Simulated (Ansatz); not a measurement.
Ansatz (a quantum-chemistry and plane-wave program) input (CCSD(T)/def2-TZVPPD):
A basis named .json is the Basis Set Exchange file of that set.

Ansatz 0.2 input:
```yaml
crystal:
  periodic: [false, false, false]
  atoms:
    - {symbol: Te, position_ang: [-0.00016315, -0.22127057, 0.12767449]}
    - {symbol: F, position_ang: [-1.91165551, -0.25385779, -0.29829245]}
    - {symbol: F, position_ang: [0.00103462, 1.40321533, -0.80966397]}
    - {symbol: F, position_ang: [1.91156352, 0.12909464, 0.37028156]}
basis:
  gaussian:
    orbitals: def2-TZVPPD.json
total_charge: -1
magnetization: {spin_polarized: false}
correlation: {method: ccsd_t, electrons: outside_noble_gas}
```

Output:

```
Functional definition: HF
integrals: 0.58 GiB planned
1311 factors; integrals over basis functions are off by at most 6.8e-4 eV
mean field: 0.77 GiB planned
mean field evaluation 1: about -15386.7264 eV, gradient 2.8e1 eV
mean field evaluation 2: about -15386.8365 eV, gradient 2.9e1 eV
mean field evaluation 4: about -15388.4299 eV, gradient 2.8e0 eV
mean field evaluation 8: about -15388.4529 eV, gradient 2.7e-1 eV
mean field evaluation 16: about -15386.7248 eV, gradient 2.8e1 eV
mean field evaluation 32: about -15388.4533 eV, gradient 2.9e-6 eV
mean field -15388.45326492 eV, -565.5152268175 hartree, gradient 2.9e-6 eV, S^2 0.000000; 1 other end points of the search recorded, 0 dependent functions left out
12 core orbitals not correlated
reference -15388.45326492 eV, -565.5152268175 hartree; 14, 14 occupied and 153, 153 virtual orbitals, 1311 factors
second order -25.24457808 eV of doubles, -0.00000000 eV of singles
coupled cluster: 1.10 GiB planned
cycle   1  -24.59025032 eV  change    6.5e-1 eV  update   1.3e-1
cycle   2  -25.17240515 eV  change   -5.8e-1 eV  update   4.6e-2
cycle   3  -25.32284107 eV  change   -1.5e-1 eV  update   2.0e-2
cycle   4  -25.30345186 eV  change    1.9e-2 eV  update   5.1e-3
cycle   5  -25.29706515 eV  change    6.4e-3 eV  update   2.2e-3
cycle   6  -25.29863559 eV  change   -1.6e-3 eV  update   7.7e-4
cycle   7  -25.29891764 eV  change   -2.8e-4 eV  update   2.9e-4
cycle   8  -25.29868581 eV  change    2.3e-4 eV  update   1.2e-4
cycle   9  -25.29864981 eV  change    3.6e-5 eV  update   3.9e-5
cycle  10  -25.29871670 eV  change   -6.7e-5 eV  update   1.7e-5
cycle  11  -25.29868882 eV  change    2.8e-5 eV  update   6.9e-6
perturbative correction -0.87008661 eV, -0.0319750932 hartree
Total energy: -15414.62204035 eV, -566.4769115769 hartree
```

This state (charge -1, singlet) is run at the relaxed geometry of the species with charge 0 and multiplicity 2.
